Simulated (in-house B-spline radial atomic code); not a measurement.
Inner-shell binding energies (edges) and X-ray emission energies of free atoms and ions, as differences of relaxed hole-state energies with first-order Breit, QED and recoil terms, without correlation or multiplet splittings, in NIST's listed ground configurations. For neutral atoms such line energies lie within some 1 to 5 eV of tabulated X-ray lines (up to 20 eV for the heaviest). K = 1s, L1 = 2s, L2 = 2p1/2, L3 = 2p3/2, M3 = 3p3/2. A dash marks a subshell that is part filled or wasn't run, or a line left out. Computed with a B-spline radial code for spherical atoms: Dirac-Hartree-Fock, average of the configuration, finite nuclei.

```json
{"ion": "Fe", "configuration": "[Ar] 3d6 4s2", "K edge (eV)": "7124.14", "L1 edge (eV)": "862.1", "K-L3 (eV)": "6401.74", "K-L2 (eV)": "6389.56", "K-M3 (eV)": "7054.89"}
{"ion": "Co+", "configuration": "[Ar] 3d8", "K edge (eV)": "7724.87", "L1 edge (eV)": "943.99", "K-L3 (eV)": "6929.26", "K-L2 (eV)": "6914.77", "K-M3 (eV)": "7645.75"}
{"ion": "Ni2+", "configuration": "[Ar] 3d8", "K edge (eV)": "8367.45", "L1 edge (eV)": "1048.36", "K-L3 (eV)": "7476.86", "K-L2 (eV)": "7459.76", "K-M3 (eV)": "8263.37"}
{"ion": "Cu3+", "configuration": "[Ar] 3d8", "K edge (eV)": "9039.57", "L1 edge (eV)": "1161.06", "K-L3 (eV)": "8046.09", "K-L2 (eV)": "8026.04", "K-M3 (eV)": "8906.54"}
{"ion": "Zn4+", "configuration": "[Ar] 3d8", "K edge (eV)": "9741", "L1 edge (eV)": "1281.72", "K-L3 (eV)": "8637.13", "K-L2 (eV)": "8613.76", "K-M3 (eV)": "9575.41"}
{"ion": "Ga5+", "configuration": "[Ar] 3d8", "K edge (eV)": "10471.7", "L1 edge (eV)": "1410.18", "K-L3 (eV)": "9250.12", "K-L2 (eV)": "9223.02", "K-M3 (eV)": "10270.1"}
{"ion": "Ge6+", "configuration": "[Ar] 3d8", "K edge (eV)": "11231.7", "L1 edge (eV)": "1546.35", "K-L3 (eV)": "9885.21", "K-L2 (eV)": "9853.95", "K-M3 (eV)": "10990.8"}
{"ion": "As7+", "configuration": "[Ar] 3d8", "K edge (eV)": "12021", "L1 edge (eV)": "1690.17", "K-L3 (eV)": "10542.5", "K-L2 (eV)": "10506.7", "K-M3 (eV)": "11737.5"}
```
